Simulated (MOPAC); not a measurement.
A run for MOPAC: PM3 on AlFHI (SMILES [F][AlH][I]), a point of a bond scan (R = 1.715 Å).

```
PM3 1SCF PRECISE CHARGE=0 THREADS=1
AlFHI

Al    -0.15957705 1    -0.93431310 1    -1.31851792 1
F     -1.73146193 1    -1.33495906 1    -1.60854745 1
H      1.05910611 1    -1.51352639 1    -2.37724287 1
I      0.31527061 1     0.48342589 1     0.63959727 1
```

It printed:

```
*******************************************************************************
 **                                                                           **
 **                              MOPAC v23.2.5                                **
 **                                                                           **
 *******************************************************************************
 ** MOPAC's Digital Object Identifier: https://doi.org/10.5281/zenodo.6511958 **
 **                                                                           **
 ** Please cite the open-source release paper for use of this MOPAC version:  **
 ** J. E. Moussa and J. J. P. Stewart (2026)                                  **
 ** MOPAC: An open-source semiempirical molecular orbital program             **
 ** J. Open Source Softw., 11(119), 8025, https://doi.org/10.21105/joss.08025 **
 *******************************************************************************

                              PM3 CALCULATION RESULTS

 *******************************************************************************
 *  PM3        - The PM3 Hamiltonian to be used
 *
 *
 *
 *                 CHARGE ON SYSTEM = 0
 *
 *
 *
 *  PRECISE    - TIGHTER CRITERIA TO BE USED
 *  1SCF       - DO 1 SCF AND THEN STOP
 *  THREADS=1  - MULTI-THREADING NOT USED
 *  T=         - A TIME OF 172800.0 SECONDS REQUESTED
 *  DUMP=N     - RESTART FILE WRITTEN EVERY 7200.0 SECONDS REQUESTED
 *******************************************************************************
PM3 1SCF PRECISE CHARGE=0 THREADS=1
 AlFHI

   ATOM   CHEMICAL          X               Y               Z
  NUMBER   SYMBOL      (ANGSTROMS)     (ANGSTROMS)     (ANGSTROMS)

     1      Al         -0.15957705  *  -0.93431310  *  -1.31851792  *
     2       F         -1.73146193  *  -1.33495906  *  -1.60854745  *
     3       H          1.05910611  *  -1.51352639  *  -2.37724287  *
     4       I          0.31527061  *   0.48342589  *   0.63959727  *



          CARTESIAN COORDINATES

    NO.       ATOM           X           Y           Z

     1        Al         -0.1596     -0.9343     -1.3185
     2         F         -1.7315     -1.3350     -1.6085
     3         H          1.0591     -1.5135     -2.3772
     4         I          0.3153      0.4834      0.6396

  H: (PM3): J. J. P. STEWART, J. COMP. CHEM. 10, 209 (1989).
  F: (PM3): J. J. P. STEWART, J. COMP. CHEM. 10, 209 (1989).
 Al: (PM3): J. J. P. STEWART, J. COMP. CHEM. 10, 209 (1989).
  I: (PM3): J. J. P. STEWART, J. COMP. CHEM. 10, 209 (1989).

           Empirical Formula: H Al F I  =     4 atoms



      MOLECULAR POINT GROUP   :   Cs


      RHF CALCULATION, NO. OF DOUBLY OCCUPIED LEVELS = 9


 -------------------------------------------------------------------------------
 PM3 1SCF PRECISE CHARGE=0 THREADS=1
 AlFHI



     1SCF WAS SPECIFIED, SO BFGS WAS NOT USED
     SCF FIELD WAS ACHIEVED


                              PM3 CALCULATION
                                                       MOPAC v23.2.5 Linux




          FINAL HEAT OF FORMATION =        -69.97082 KCAL/MOL =    -292.75791 KJ/MOL


          COSMO AREA              =        114.24 SQUARE ANGSTROMS
          COSMO VOLUME            =        103.34 CUBIC ANGSTROMS

          IONIZATION POTENTIAL    =         10.161944 EV
          HOMO LUMO ENERGIES (EV) =        -10.162 -3.020
          NO. OF FILLED LEVELS    =          9
          MOLECULAR WEIGHT        =        173.8923         POINT GROUP:  Cs

          MOLECULAR DIMENSIONS (Angstroms)

            Atom       Atom       Distance
            I     4    H     3     3.69357
            F     2    H     3     2.59909
            F     2   Al     1     0.00000


          SCF CALCULATIONS        =          1





   ATOM   CHEMICAL          X               Y               Z
  NUMBER   SYMBOL      (ANGSTROMS)     (ANGSTROMS)     (ANGSTROMS)

     1      Al         -0.15957705  *  -0.93431310  *  -1.31851792  *
     2       F         -1.73146193  *  -1.33495906  *  -1.60854745  *
     3       H          1.05910611  *  -1.51352639  *  -2.37724287  *
     4       I          0.31527061  *   0.48342589  *   0.63959727  *

                             CARTESIAN COORDINATES

   1   Al       -0.159577050    -0.934313100    -1.318517920
   2    F       -1.731461930    -1.334959060    -1.608547450
   3    H        1.059106110    -1.513526390    -2.377242870
   4    I        0.315270610     0.483425890     0.639597270


           Empirical Formula: H Al F I  =     4 atoms



      MOLECULAR POINT GROUP   :   Cs


                  EIGENVALUES
 -21.20033 -16.92155 -16.83570 -16.39408 -14.59356 -13.89888 -13.87610 -11.68409
 -10.16194  -3.02023  -2.13534   0.35167   1.01877


              NET ATOMIC CHARGES AND DIPOLE CONTRIBUTIONS

  ATOM NO.   TYPE          CHARGE      No. of ELECS.   s-Pop       p-Pop
    1         Al           0.784049        2.2160     0.56612     1.64983
    2          F          -0.249532        7.2495     1.61159     5.63794
    3          H          -0.149537        1.1495     1.14954
    4          I          -0.384980        7.3850     1.49260     5.89238
 DIPOLE           X         Y         Z       TOTAL
 POINT-CHG.     0.131    -1.725    -2.513     3.051
 HYBRID        -0.060     0.249     0.370     0.450
 SUM            0.071    -1.476    -2.143     2.603


          ATOMIC ORBITAL ELECTRON POPULATIONS

     Atom    s        px        py        pz
    1 Al   0.56612   0.69919   0.34767   0.60298
    2  F   1.61159   1.82055   1.89250   1.92489
    3  H   1.14954
    4  I   1.49260   1.99304   1.95963   1.93971

 **********************
 *                    *
 * JOB ENDED NORMALLY *
 *                    *
 **********************




 == MOPAC DONE ==
```

The run finished.

Cost: about 0.03 core-seconds (a rough figure).
